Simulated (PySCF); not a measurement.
Radial density of Si⁺ (silicon, charge +1)

UHF, [Ne] 3s1 3p1 4s1, high-spin 4P determinant (an excited configuration). Calculation: PySCF 2.14, in aug-cc-pVTZ-DK (6s5p3d2f, 50 functions); scalar relativity by spin-free X2C-1e.

```tsv
r (bohr)	4πr²ρ (e/bohr)	4πr²(ρα − ρβ)
0.00151	0.05788	0.0002
0.00254	0.1521	0.0005
0.00427	0.3954	0.0014
0.00718	1.002	0.0034
0.0121	2.416	0.0082
0.0203	5.336	0.0179
0.0342	10.15	0.0330
0.0575	15.00	0.0445
0.0967	14.93	0.0360
0.163	10.21	0.0496
0.274	11.58	0.1921
0.460	13.99	0.1887
0.774	5.982	0.0105
1.30	1.381	0.8475
2.19	0.9988	0.9944
3.68	0.3197	0.3197
6.19	0.1750	0.1750
10.4	0.005035	0.0050
```

Densities and radii are taken from the X2C orbitals without a picture-change correction, which distorts them close to the nucleus.

The outer electron is Rydberg-like, and this basis confines it to a smaller radius and binds it less than a complete one would.
